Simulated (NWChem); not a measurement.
System: SiIF, singlet; SMILES [Si](I)F

NWChem input:

```
start job
memory heap 200 mb stack 900 mb global 1100 mb
geometry units angstroms noautoz
  Si    -0.655379     1.559625     0.000000
  F      0.797429     2.295282     0.000000
  I      0.022385    -0.836912     0.000000
end
basis spherical
  * library def2-svpd
end
ecp
  I library def2-ecp
end
dft
  xc slater vwn_5
  iterations 150
  vectors input atomic output neutral.movecs
end
task dft energy
charge 1
dft
  odft
  mult 2
  vectors input atomic output cation.movecs
end
task dft energy
charge -1
dft
  odft
  mult 2
  vectors input atomic output anion.movecs
end
task dft energy
```

Output (shortened):

```
             Northwest Computational Chemistry Package (NWChem) 7.3.0
             --------------------------------------------------------

 CS  symmetry detected

                             Geometry "geometry" -> ""
                             -------------------------

 Output coordinates in angstroms (scale by  1.889725989 to convert to a.u.)

  No.       Tag          Charge          X              Y              Z
 ---- ---------------- ---------- -------------- -------------- --------------
    1 Si                  14.0000    -0.67041838     1.57343804     0.00000000
    2 F                    9.0000     0.77021114     2.33266718     0.00000000
    3 I                   53.0000     0.04630108    -0.81173844     0.00000000

 Effective nuclear repulsion energy (a.u.)     276.8302999759

      Symmetry information
      --------------------

 Group name             Cs
 Group number              2
 Group order               2
 No. of unique centers     3

                                 NWChem DFT Module
                                 -----------------

 Summary of "ao basis" -> "ao basis" (spherical)
 ------------------------------------------------------------------------------
       Tag                 Description            Shells   Functions and Types
 ---------------- ------------------------------  ------  ---------------------
 Si                        def2-svpd                10       24   5s3p2d
 F                         def2-svpd                 9       23   4s3p2d
 I                         def2-svpd                13       35   5s5p3d

      Symmetry analysis of basis
      --------------------------

        a'         57
        a"         25

            General Information
            -------------------
          SCF calculation type: DFT
          Wavefunction type:  closed shell.
          No. of atoms     :     3
          No. of electrons :    48
           Alpha electrons :    24
            Beta electrons :    24
          Charge           :     0
          Spin multiplicity:     1
          Use of symmetry is: on ; symmetry adaption is: on
          Maximum number of iterations: 150
          AO basis - number of functions:    82
                     number of shells:    32
          Convergence on energy requested:  1.00D-06
          Convergence on density requested:  1.00D-05
          Convergence on gradient requested:  5.00D-04

              XC Information
              --------------
                        Slater Exchange Functional  1.000 local
                      VWN V Correlation Functional  1.000 local

             Grid Information
             ----------------
          Grid used for XC integration:  medium
          Radial quadrature: Mura-Knowles
          Angular quadrature: Lebedev.
          Tag              B.-S. Rad. Rad. Pts. Rad. Cut. Ang. Pts.
          ---              ---------- --------- --------- ---------
          Si                  1.10       88          12.0       590
          F                   0.50       49          13.0       434
          I                   1.40      123          12.0       590
          Grid pruning is: on
          Number of quadrature shells:   260
          Spatial weights used:  Erf1

      Superposition of Atomic Density Guess
      -------------------------------------

 Sum of atomic energies:        -735.16275937

      Non-variational initial energy
      ------------------------------

 Total energy =    -684.916851
 1-e energy   =   -1360.511869
 2-e energy   =     523.383517
 HOMO         =      -0.268229
 LUMO         =      -0.043433

      Symmetry analysis of molecular orbitals - initial
      -------------------------------------------------

  Numbering of irreducible representations:

     1 a'          2 a"

  Orbital symmetries:

     1 a'          2 a'          3 a'          4 a'          5 a'
     6 a'          7 a"          8 a'          9 a'         10 a"
    11 a'         12 a'         13 a"         14 a'         15 a"
    16 a'         17 a'         18 a'         19 a'         20 a"
    21 a'         22 a"         23 a'         24 a'         25 a"
    26 a'         27 a'         28 a'         29 a"         30 a'
    31 a'         32 a'         33 a'         34 a"

   convergence    iter        energy       DeltaE   RMS-Dens  Diis-err
 ---------------- ----- ----------------- --------- --------- ---------
 d= 0,ls=0.0,diis     1   -684.6558641961 -8.37D+02  2.87D-02  8.68D-01
 d= 0,ls=0.0,diis     2   -684.1350256770  5.21D-01  1.79D-02  5.79D+00
 d= 0,ls=0.0,diis     3   -684.7527210481 -6.18D-01  3.83D-03  3.87D-02
 d= 0,ls=0.0,diis     4   -684.7492240047  3.50D-03  3.12D-03  4.12D-02
 d= 0,ls=0.0,diis     5   -684.7560122881 -6.79D-03  9.34D-04  3.14D-03
  Resetting Diis
 d= 0,ls=0.0,diis     6   -684.7567060348 -6.94D-04  1.59D-04  1.21D-04
 d= 0,ls=0.0,diis     7   -684.7567233673 -1.73D-05  5.52D-05  4.18D-06
 d= 0,ls=0.0,diis     8   -684.7567227769  5.90D-07  2.77D-05  1.06D-05
 d= 0,ls=0.0,diis     9   -684.7567239314 -1.15D-06  9.99D-06  9.22D-07
 d= 0,ls=0.0,diis    10   -684.7567240211 -8.97D-08  2.66D-06  3.10D-08

         Total DFT energy =     -684.756724021080
      One electron energy =    -1361.032592934577
           Coulomb energy =      575.374194123872
    Exchange-Corr. energy =      -51.309826043759
 Nuclear repulsion energy =      152.211500833385

 Numeric. integr. density =       47.999998447241

                  Occupations of the irreducible representations
                  ----------------------------------------------

                     irrep           alpha         beta
                     --------     --------     --------
                     a'               18.0         18.0
                     a"                6.0          6.0

                       DFT Final Molecular Orbital Analysis
                       ------------------------------------

 Vector   22  Occ=2.000000D+00  E=-2.701298D-01  Symmetry=a"
              MO Center= -2.5D-02, -5.4D-01, -1.5D-15, r^2= 2.4D+00
   Bfn.  Coefficient  Atom+Function         Bfn.  Coefficient  Atom+Function
  ----- ------------  ---------------      ----- ------------  ---------------
    61      0.581324  3 I  pz                64      0.476054  3 I  pz
    58     -0.235870  3 I  pz                55     -0.190502  3 I  pz
    14      0.142941  1 Si pz                11      0.115037  1 Si pz
    31      0.098330  2 F  pz                34     -0.068732  2 F  pz
     8     -0.060601  1 Si pz                16     -0.045480  1 Si d -1

 Vector   23  Occ=2.000000D+00  E=-2.623187D-01  Symmetry=a'
              MO Center= -1.8D-01, -2.5D-01,  6.9D-15, r^2= 3.2D+00
   Bfn.  Coefficient  Atom+Function         Bfn.  Coefficient  Atom+Function
  ----- ------------  ---------------      ----- ------------  ---------------
    59      0.395946  3 I  px                60      0.396165  3 I  py
    62      0.325134  3 I  px                63      0.303285  3 I  py
     3     -0.211057  1 Si s                 12      0.203518  1 Si px
    56     -0.161002  3 I  px                57     -0.157940  3 I  py
    30     -0.138021  2 F  py                 9      0.135261  1 Si px

 Vector   24  Occ=2.000000D+00  E=-2.472262D-01  Symmetry=a'
              MO Center= -3.8D-01,  4.4D-01, -1.1D-14, r^2= 4.3D+00
   Bfn.  Coefficient  Atom+Function         Bfn.  Coefficient  Atom+Function
  ----- ------------  ---------------      ----- ------------  ---------------
    59      0.434433  3 I  px                 3      0.382876  1 Si s
    62      0.367778  3 I  px                 4      0.297892  1 Si s
     2      0.222570  1 Si s                 60     -0.220293  3 I  py
    63     -0.182796  3 I  py                29     -0.176617  2 F  px
    56     -0.174876  3 I  px                 9     -0.165901  1 Si px

 Vector   25  Occ=0.000000D+00  E=-1.422923D-01  Symmetry=a"
              MO Center= -6.1D-01,  1.3D+00,  4.4D-15, r^2= 3.3D+00
   Bfn.  Coefficient  Atom+Function         Bfn.  Coefficient  Atom+Function
  ----- ------------  ---------------      ----- ------------  ---------------
    14      0.639559  1 Si pz                11      0.449286  1 Si pz
    64     -0.237529  3 I  pz                61     -0.233515  3 I  pz
     8     -0.223623  1 Si pz                31      0.203385  2 F  pz
    34     -0.153403  2 F  pz                58      0.091179  3 I  pz
    55      0.072885  3 I  pz                37     -0.065749  2 F  pz

 Vector   26  Occ=0.000000D+00  E=-6.122648D-02  Symmetry=a'
              MO Center= -4.9D-01,  8.5D-01, -3.2D-15, r^2= 6.1D+00
   Bfn.  Coefficient  Atom+Function         Bfn.  Coefficient  Atom+Function
  ----- ------------  ---------------      ----- ------------  ---------------
    13      0.604738  1 Si py                 5      0.501291  1 Si s
    10      0.403273  1 Si py                52     -0.346361  3 I  s
    63      0.315710  3 I  py                 4     -0.294319  1 Si s
    50      0.284444  3 I  s                 60      0.259795  3 I  py
    51      0.243942  3 I  s                  3     -0.234825  1 Si s

 Vector   27  Occ=0.000000D+00  E=-4.138924D-02  Symmetry=a'
              MO Center= -6.8D-01,  1.0D+00,  5.1D-16, r^2= 4.8D+00
   Bfn.  Coefficient  Atom+Function         Bfn.  Coefficient  Atom+Function
  ----- ------------  ---------------      ----- ------------  ---------------
    12      0.747883  1 Si px                 4      0.663211  1 Si s
    28     -0.310817  2 F  s                  9      0.291179  1 Si px
    27     -0.263331  2 F  s                 35      0.248124  2 F  px
    63     -0.226136  3 I  py                 3      0.209809  1 Si s
    51     -0.183201  3 I  s                 24     -0.165475  1 Si d  2

     Multipole analysis of the density
     ---------------------------------

     L   x y z        total         alpha         beta         nuclear
     -   - - -        -----         -----         ----         -------
     0   0 0 0     -0.000000    -24.000000    -24.000000     48.000000

     1   1 0 0     -0.387359      1.031269      1.031269     -2.449898
     1   0 1 0      0.120591    -21.415190    -21.415190     42.950970
     1   0 0 1     -0.000000     -0.000000     -0.000000      0.000000

     2   2 0 0    -34.391795    -38.059971    -38.059971     41.728147
     2   1 1 0     -2.048006     -1.849173     -1.849173      1.650339
     2   1 0 1     -0.000000     -0.000000     -0.000000      0.000000
     2   0 2 0    -33.188442   -195.334756   -195.334756    357.481070
     2   0 1 1     -0.000000     -0.000000     -0.000000      0.000000
     2   0 0 2    -32.289194    -16.144597    -16.144597      0.000000

                                 NWChem DFT Module
                                 -----------------

      Symmetry analysis of basis
      --------------------------

        a'         57
        a"         25

            General Information
            -------------------
          SCF calculation type: DFT
          Wavefunction type:  spin polarized.
          No. of atoms     :     3
          No. of electrons :    47
           Alpha electrons :    24
            Beta electrons :    23
          Charge           :     1
          Spin multiplicity:     2
          Use of symmetry is: on ; symmetry adaption is: on
          Maximum number of iterations: 150
          AO basis - number of functions:    82
                     number of shells:    32
          Convergence on energy requested:  1.00D-06
          Convergence on density requested:  1.00D-05
          Convergence on gradient requested:  5.00D-04

              XC Information
              --------------
                        Slater Exchange Functional  1.000 local
                      VWN V Correlation Functional  1.000 local

             Grid Information
             ----------------
          Grid used for XC integration:  medium
          Radial quadrature: Mura-Knowles
          Angular quadrature: Lebedev.
          Tag              B.-S. Rad. Rad. Pts. Rad. Cut. Ang. Pts.
          ---              ---------- --------- --------- ---------
          Si                  1.10       88          12.0       590
          F                   0.50       49          13.0       434
          I                   1.40      123          12.0       590
          Grid pruning is: on
          Number of quadrature shells:   260
          Spatial weights used:  Erf1

      Superposition of Atomic Density Guess
      -------------------------------------

 Sum of atomic energies:        -735.16275937

 Renormalizing density from      48.00 to     47

      Non-variational initial energy
      ------------------------------

 Total energy =    -678.153337
 1-e energy   =   -1332.167872
 2-e energy   =     501.803034
 HOMO         =      -0.564046
 LUMO         =      -0.315600

   Symmetry analysis of molecular orbitals - initial alpha
   -------------------------------------------------------

  Numbering of irreducible representations:

     1 a'          2 a"

  Orbital symmetries:

     1 a'          2 a'          3 a'          4 a'          5 a'
     6 a'          7 a"          8 a'          9 a'         10 a"
    11 a'         12 a'         13 a"         14 a'         15 a"
    16 a'         17 a'         18 a'         19 a'         20 a"
    21 a'         22 a"         23 a'         24 a'         25 a"
    26 a'         27 a'         28 a'         29 a'         30 a"
    31 a'         32 a"         33 a'         34 a'

   Symmetry analysis of molecular orbitals - initial beta
   ------------------------------------------------------

  Numbering of irreducible representations:

     1 a'          2 a"

  Orbital symmetries:

     1 a'          2 a'          3 a'          4 a'          5 a'
     6 a'          7 a"          8 a'          9 a'         10 a"
    11 a'         12 a'         13 a"         14 a'         15 a"
    16 a'         17 a'         18 a'         19 a'         20 a"
    21 a'         22 a"         23 a'         24 a'         25 a"
    26 a'         27 a'         28 a'         29 a'         30 a"
    31 a'         32 a"         33 a'         34 a'

[...]
```

Level: LDA (Slater exchange, VWN5)/def2-SVPD with def2 effective core potentials on I, vertical spin-unrestricted ions. Low-valent species are run as closed-shell singlets; no triplet was tried in these runs. The geometry was optimised at PBE0/def2-SVP. def2 effective core potentials on I; no spin-orbit coupling.
